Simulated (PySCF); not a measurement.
Input of a run (PBE0-D3(BJ)/def2-SVP geometry optimisation, gas phase (PySCF 2.14.0)), started from GFN2-xTB:
```
{"job": {"xc": "PBE0", "basis": "def2-SVP", "d3": "d3bj", "grid": 1, "kind": "geom"}, "charge": 0, "multiplicity": 1}
Cl    -0.571441     3.153318     0.164907
C     -0.759006     1.429650     0.052363
C     -2.004358     0.849714    -0.038931
C     -2.130700    -0.540457    -0.128268
C     -1.032623    -1.369046    -0.129714
C      0.237410    -0.797222    -0.038863
C      1.562413    -1.314915    -0.012257
C      2.406225    -0.251579     0.091331
N      1.689346     0.910290     0.131294
C      0.364290     0.611970     0.053478
H     -2.885935     1.471204    -0.041988
H     -3.122297    -0.961325    -0.197172
H     -1.144863    -2.440091    -0.199470
H      1.839749    -2.348538    -0.064553
H      3.478323    -0.234162     0.139980
H      2.065868     1.840133     0.206454
```

Output (energies in Eh, forces in Eh/bohr):
```
step   0  E = -822.46585099  max force = 0.011338
step   1  E = -822.46736500  max force = 0.001988
step   2  E = -822.46737152  max force = 0.000763
step   3  E = -822.46737290  max force = 0.001578
step   4  E = -822.46737753  max force = 0.000304
optimisation converged
```

Task: Summarise the run.

Result: The energy falls by 0.96 kcal/mol over 5 energy and gradient evaluations, the largest force component goes from 0.0113 to 3.0e-04 Eh/bohr, and the atoms move by 0.023 Å rms after alignment. Among the bonds, C7–H14 and C8–H15 change most and about equally (+0.015 to +0.016 Å). Bonds longer at the end by more than 0.005 Å: 13 of 17; shorter: 0. The energy never rose by more than 1e-6 Eh on the way. The first step brought 99 % of the lowering.

Task: What are the final bond lengths?

Result: Cl1–C2 1.736 Å, C2–C3 1.385 Å, C3–C4 1.409 Å, C4–C5 1.387 Å, C5–C6 1.406 Å, C6–C7 1.434 Å, C7–C8 1.372 Å, C8–N9 1.373 Å, N9–C10 1.365 Å, C2–C10 1.398 Å, C6–C10 1.420 Å, C3–H11 1.091 Å, C4–H12 1.092 Å, C5–H13 1.092 Å, C7–H14 1.087 Å, C8–H15 1.088 Å, N9–H16 1.010 Å. Numbering counts from 1 in the input's order; the species is 7-chloroindole (`Clc1cccc2cc[nH]c12`).

The run used 174 basis functions and 33 SCF cycles in all. Time: 86 s wall. Hardware: Arm Neoverse V1, one thread, on a shared host.

No frequency check.
